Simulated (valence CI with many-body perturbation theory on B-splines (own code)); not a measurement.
# Tc37+: electric-dipole lines

Calculated by relativistic CI+MBPT: four valence electrons over a frozen Dirac-Fock core [He], a basis of 11 s, 11 p, 9 d, 7 f, 5 g, 2 h, 1 i functions for each j, with the one-electron correlation potential Σ1, the two-electron term Σ2, the three-electron term Σ3, Breit, model QED; selected CI, second order for the rest (own B-spline code, finite nucleus).

No measured spectrum was set against this ion. As an estimate, large intervals hold to a few tenths of a per cent, small ones and those within an open d or f shell to about a per cent. Among the levels kept, up to 290 cm⁻¹ of a level comes from second order outside the variational space, and about a tenth of that is noise between levels of different J, which matters for small intervals.

Lines 151 to 200 of 235 in falling wavelength, among levels below 3427.7 eV, chosen from the strongest by gf and those to the six lowest levels. Wavelengths and rates use the calculated energies. Electric multipoles are in the length gauge, E1 and E2 with the static RPA response of the core. Weak lines are less certain than strong ones. Lines between different terms over intervals too small for the method are left out, as are lines whose strength nearly cancels. The highest levels of a list are the least certain.

Levels are named by their leading jj configuration (3d3/2^4 stands for four electrons in 3d with j = 3/2), which in mixed levels can hold well under half, so a name can repeat and another be missing. Letters in brackets count levels of one name in rising energy.

```
λ vac (Å)                           Upper                       Lower   A (s⁻¹)  log gf  Branch %
    4.077          (2s^2 2p1/2 3d5/2) J=2      (2s^2 2p1/2 2p3/2) J=1  1.12e+14    0.15      89.4
    4.076  (2s 2p1/2 2p3/2 3d5/2) J=2 [b]  (2s 2p1/2 2p3/2^2) J=2 [a]  9.20e+12   -0.94      12.5
    4.074          (2s^2 2p3/2 3d5/2) J=3          (2s^2 2p3/2^2) J=2  1.94e+14    0.53      87.5
    4.074      (2s 2p1/2 2p3/2 3d5/2) J=3  (2s 2p1/2 2p3/2^2) J=2 [a]  4.63e+13   -0.09      38.2
    4.070      (2s 2p1/2 2p3/2 3p1/2) J=3          (2s^2 2p3/2^2) J=2  6.21e+13    0.03      99.5
    4.068          (2s^2 2p3/2 3d5/2) J=1          (2s^2 2p3/2^2) J=2  9.94e+12   -1.13       5.5
    4.060     (2s 2p1/2 2p3/2 3s) J=2 [c]      (2s 2p1/2^2 2p3/2) J=2  4.95e+11   -2.21       3.9
    4.058  (2s 2p1/2 2p3/2 3p1/2) J=1 [b]          (2s^2 2p3/2^2) J=0  1.10e+12   -2.09       7.3
    4.055  (2s 2p1/2 2p3/2 3p3/2) J=3 [a]          (2s^2 2p3/2^2) J=2  3.35e+12   -1.24      44.0
    4.052          (2s 2p1/2^2 3p1/2) J=0      (2s^2 2p1/2 2p3/2) J=1  2.51e+12   -2.21      96.1
    4.050          (2s 2p1/2^2 3p1/2) J=1      (2s^2 2p1/2 2p3/2) J=1  5.71e+12   -1.38      45.1
    4.038  (2s 2p1/2 2p3/2 3p3/2) J=2 [a]          (2s^2 2p3/2^2) J=2  5.44e+11   -2.18       1.4
    4.020  (2s 2p1/2 2p3/2 3p1/2) J=2 [c]          (2s^2 2p3/2^2) J=2  1.30e+12   -1.80       4.7
    4.018  (2s 2p1/2 2p3/2 3p1/2) J=1 [b]          (2s^2 2p3/2^2) J=2  2.03e+12   -1.83      13.5
    4.015  (2s 2p1/2 2p3/2 3p3/2) J=2 [b]          (2s^2 2p3/2^2) J=2  1.70e+12   -1.69       5.5
    4.005  (2s 2p1/2 2p3/2 3p3/2) J=3 [b]          (2s^2 2p3/2^2) J=2  1.20e+12   -1.70       3.1
    3.996          (2s 2p1/2^2 3p3/2) J=2      (2s^2 2p1/2 2p3/2) J=1  2.57e+12   -1.51      91.0
    3.995  (2s 2p1/2 2p3/2 3p3/2) J=1 [c]          (2s^2 2p3/2^2) J=0  8.30e+11   -2.23       3.7
    3.993  (2s 2p1/2 2p3/2 3d5/2) J=2 [b]      (2s 2p1/2^2 2p3/2) J=1  1.06e+13   -0.90      14.4
    3.989  (2s 2p1/2 2p3/2 3d3/2) J=2 [a]      (2s 2p1/2^2 2p3/2) J=2  3.88e+13   -0.33      76.7
    3.989  (2s 2p1/2 2p3/2 3d3/2) J=1 [a]      (2s 2p1/2^2 2p3/2) J=2  1.48e+13   -0.98      43.9
    3.988  (2s 2p1/2 2p3/2 3p3/2) J=1 [d]          (2s^2 2p3/2^2) J=0  8.68e+11   -2.21      20.0
    3.985  (2s 2p1/2 2p3/2 3d3/2) J=3 [a]      (2s 2p1/2^2 2p3/2) J=2  5.65e+13   -0.03      87.6
    3.984  (2s 2p1/2 2p3/2 3d5/2) J=1 [b]      (2s 2p1/2^2 2p3/2) J=1  2.28e+13   -0.79      15.4
    3.967  (2s 2p1/2 2p3/2 3p3/2) J=2 [c]          (2s^2 2p3/2^2) J=2  1.06e+12   -1.90       4.8
    3.967  (2s 2p1/2 2p3/2 3p3/2) J=3 [c]          (2s^2 2p3/2^2) J=2  1.57e+12   -1.59       7.0
    3.964  (2s 2p1/2 2p3/2 3d5/2) J=2 [a]      (2s 2p1/2^2 2p3/2) J=2  1.23e+12   -1.84       1.2
    3.963         (2s 2p3/2^2 3s) J=3 [a]      (2s 2p1/2^2 2p3/2) J=2  1.88e+13   -0.51      15.6
    3.955         (2s 2p3/2^2 3s) J=3 [b]      (2s 2p1/2^2 2p3/2) J=2  1.85e+13   -0.52      41.5
    3.950  (2s 2p1/2 2p3/2 3p3/2) J=1 [d]          (2s^2 2p3/2^2) J=2  8.15e+11   -2.24      18.8
    3.948  (2s 2p1/2 2p3/2 3d3/2) J=2 [b]      (2s 2p1/2^2 2p3/2) J=2  1.75e+14    0.31      88.7
    3.948  (2s 2p1/2 2p3/2 3d3/2) J=3 [b]      (2s 2p1/2^2 2p3/2) J=2  8.70e+13    0.15      48.6
    3.945  (2s 2p1/2 2p3/2 3d3/2) J=1 [b]      (2s 2p1/2^2 2p3/2) J=2  2.16e+14    0.18      95.4
    3.944  (2s 2p1/2 2p3/2 3p1/2) J=1 [a]      (2s^2 2p1/2 2p3/2) J=2  1.50e+12   -1.98       6.2
    3.944          (2s^2 2p3/2 3d3/2) J=2      (2s^2 2p1/2 2p3/2) J=2  6.14e+13   -0.15      42.3
    3.938          (2s^2 2p3/2 3d3/2) J=3      (2s^2 2p1/2 2p3/2) J=2  1.54e+14    0.40      95.8
    3.938             (2s^2 2p3/2 3s) J=1          (2s^2 2p1/2^2) J=0  4.86e+11   -2.47       1.6
    3.935          (2s^2 2p1/2 3d3/2) J=1          (2s^2 2p1/2^2) J=0  2.04e+14    0.15      89.0
    3.934  (2s 2p1/2 2p3/2 3p1/2) J=2 [a]      (2s^2 2p1/2 2p3/2) J=2  2.47e+12   -1.54      17.2
    3.933          (2s^2 2p3/2 3d3/2) J=1      (2s^2 2p1/2 2p3/2) J=2  3.20e+13   -0.65      18.9
    3.929      (2s 2p1/2 2p3/2 3d5/2) J=3      (2s 2p1/2^2 2p3/2) J=2  5.92e+12   -1.02       4.9
    3.928  (2s 2p1/2 2p3/2 3p1/2) J=1 [a]      (2s^2 2p1/2 2p3/2) J=1  2.22e+13   -0.81      92.3
    3.928          (2s^2 2p3/2 3d3/2) J=2      (2s^2 2p1/2 2p3/2) J=1  8.37e+13   -0.01      57.7
    3.926          (2s^2 2p3/2 3d5/2) J=2      (2s^2 2p1/2 2p3/2) J=2  1.70e+13   -0.71      12.0
    3.922  (2s 2p1/2 2p3/2 3d5/2) J=1 [b]      (2s 2p1/2^2 2p3/2) J=2  8.95e+11   -2.21       0.6
    3.919  (2s 2p1/2 2p3/2 3p1/2) J=2 [a]      (2s^2 2p1/2 2p3/2) J=1  9.85e+12   -0.95      68.6
    3.918          (2s^2 2p3/2 3d3/2) J=1      (2s^2 2p1/2 2p3/2) J=1  1.02e+14   -0.15      60.2
    3.917          (2s^2 2p3/2 3d3/2) J=0      (2s^2 2p1/2 2p3/2) J=1  1.43e+14   -0.48     100.0
    3.914          (2s^2 2p3/2 3d5/2) J=3      (2s^2 2p1/2 2p3/2) J=2  2.78e+13   -0.35      12.5
    3.911          (2s^2 2p3/2 3d5/2) J=2      (2s^2 2p1/2 2p3/2) J=1  4.10e+12   -1.33       2.9
```

Question: How does gf follow from A for the line at 3.955 Å?

Answer: gf = 1.4992 × (2J+1)_upper × A / σ², with σ = 25283626 cm⁻¹ and 2J+1 = 7: gf = 0.303.
